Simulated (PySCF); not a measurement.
**Löwdin shares of the frontier orbitals**

Species: C8H10.
Atom-mapped SMILES: `[CH3:1][CH2:2][c:3]1[cH:4][cH:5][cH:6][cH:7][cH:8]1` (hydrogens: H9, H10, H11 on C1; H12, H13 on C2; H14 on C4; H15 on C5; H16 on C6; H17 on C7; H18 on C8)

Geometry (GFN2-xTB, Å), atoms numbered from 1 in this order:
```xyz
18
C8H10 angstrom
C     -2.3883   -0.4634   -0.6435
C     -1.6556    0.1396    0.5566
C     -0.1724    0.1466    0.3164
C      0.6075   -0.9452    0.6756
C      1.9666   -0.9581    0.4177
C      2.5650    0.1229   -0.2062
C      1.7966    1.2149   -0.5712
C      0.4377    1.2246   -0.3119
H     -3.4622   -0.4692   -0.4712
H     -2.1832    0.1151   -1.5416
H     -2.0577   -1.4857   -0.8136
H     -1.8842   -0.4470    1.4491
H     -2.0100    1.1598    0.7183
H      0.1448   -1.7911    1.1647
H      2.5608   -1.8138    0.7044
H      3.6265    0.1145   -0.4059
H      2.2578    2.0613   -1.0595
H     -0.1584    2.0806   -0.5966
```

The calculation used PySCF 2.14.0, density-fitted response routines, TDDFT wB97X-D/def2-SVPD, vertical, gas phase, core orbitals frozen in the response.

Kohn–Sham orbitals with the atoms that hold most of them (Löwdin shares over 4%, at most four atoms; ? is withheld):

```json
{"orbital": "LUMO+2", "ε (eV)": "2.46", "atoms": "C1 14%, C2 9%, C4 7%, C8 7%"}
{"orbital": "LUMO+1", "ε (eV)": "1.65", "atoms": "C3 20%, C6 20%, C5 11%, C7 11%"}
{"orbital": "LUMO", "ε (eV)": "?", "atoms": "?"}
{"orbital": "HOMO", "ε (eV)": "-8.74", "atoms": "C6 23%, C3 22%, C4 11%, C8 11%"}
{"orbital": "HOMO-1", "ε (eV)": "-9.04", "atoms": "?"}
{"orbital": "HOMO-2", "ε (eV)": "-11.23", "atoms": "C2 17%, C3 15%, C1 9%, C4 8%"}
{"orbital": "HOMO-3", "ε (eV)": "-11.33", "atoms": "C2 12%, C3 11%, C8 9%, C4 9%"}
```

Question: Which atoms hold the HOMO-1, and with what shares?

Answer: C8 (bonded to 2 C and H) 20%; C4 (bonded to 2 C and H) 20%; C5 (bonded to 2 C and H) 20%; C7 (bonded to 2 C and H) 20%.

Question: Give the leading atoms of the LUMO.

Answer: C7 (bonded to 2 C and H) 18%; C5 (bonded to 2 C and H) 18%; C4 (bonded to 2 C and H) 18%; C8 (bonded to 2 C and H) 18%.

Question: What is the LUMO energy, and the HOMO–LUMO gap?

Answer: ε(LUMO) = 1.60 eV; the gap is 10.34 eV (0.3798 hartree).

Question: How does S1 compare with the orbital gap of 10.34 eV?

Answer: S1 is at 5.50 eV (f = 0.0023), 4.83 eV below the gap, made of HOMO→LUMO (59%), HOMO-1→LUMO+1 (39%). Without the coupling terms of the response equations the lowest excitation would equal the gap.

Next come S2 at 6.19 eV (f 0.023), HOMO→LUMO+1 (60%), HOMO-1→LUMO (38%); S3 at 7.10 eV (f 0.483), HOMO-1→LUMO+1 (57%), HOMO→LUMO (38%); S4 at 7.10 eV (f 0.787), HOMO-1→LUMO (58%), HOMO→LUMO+1 (37%); S5 at 7.32 eV (f 0.016), HOMO→LUMO+2 (80%), HOMO→LUMO+3 (12%).

Löwdin shares depend on the basis, the more so with diffuse functions.

One conformer stands for the species.
